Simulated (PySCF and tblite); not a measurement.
C3H2FNOS, numbered as in [OH:1][c:2]1[cH:3][n:4][c:5]([F:6])[s:7]1. Conformers came from 60 starts (ETKDG and KDG, MMFF94s, GFN2-xTB); geometries are GFN2-xTB. Weights use PBE0-D3(BJ)/pcSseg-1 energies plus GFN2-xTB zero-point and thermal terms (modes under about 100 cm⁻¹ blended into free rotors). Symmetry numbers and mirror images are counted. Conformers within 2.5 kcal/mol (GFN2-xTB free energy) were kept, 6 at most. GIAO shieldings: PBE0/pcSseg-1. Shifts are against TMS (¹H), TMS (¹³C), CFCl3 (¹⁹F), NH3 (¹⁵N) at the same level. Run with PySCF (density fitting) and tblite.

Torsions listed: H1–O1–C2–S7.

```json
{"conformer": "1", "shape": "180°", "point group": "Cs", "mirror pair": "no", "ΔE(DFT)": "0.00", "Δ(G−E) at 298.15 K": "0.00", "δ C5 (ppm)": "165.6"}
{"conformer": "2", "shape": "0°", "point group": "Cs", "mirror pair": "no", "ΔE(DFT)": "1.40", "Δ(G−E) at 298.15 K": "-0.18", "δ C5 (ppm)": "160.5"}
```

Energies in kcal/mol; the thermal term leaves out symmetry numbers and mirror images.

(1) Work out the weights at 298.15 K and the ¹³C shift of C5 under fast exchange.

Other tautomers (keto or thione forms) aren't considered and may dominate.

Answers

(1) RT = 0.592 kcal/mol. Each conformer gets RT ln(σ/g), with σ the rotational symmetry number and g = 2 for a mirror pair: 1: σ = 1, g = 1, G = 0.00 + 0.00 + 0.00 = 0.00, 0.00 above the lowest, exp(−ΔG/RT) = 1.000; 2: σ = 1, g = 1, G = 1.40 − 0.18 + 0.00 = 1.22, 1.22 above the lowest, exp(−ΔG/RT) = 0.127. The sum is 1.127, so the weights are 88.7, 11.3 %. The averaged shift is 165.0 ppm. At 298.15 K the leading conformer alone gives 165.6 ppm and bare DFT energies give 165.1 ppm.


¹⁵N shifts are against a computed isolated NH3 molecule, about 20 ppm from the liquid.

Conformer gaps in pcSseg-1 on xTB geometries can be 2 kcal/mol off for S=O, P=O and other polar bonds.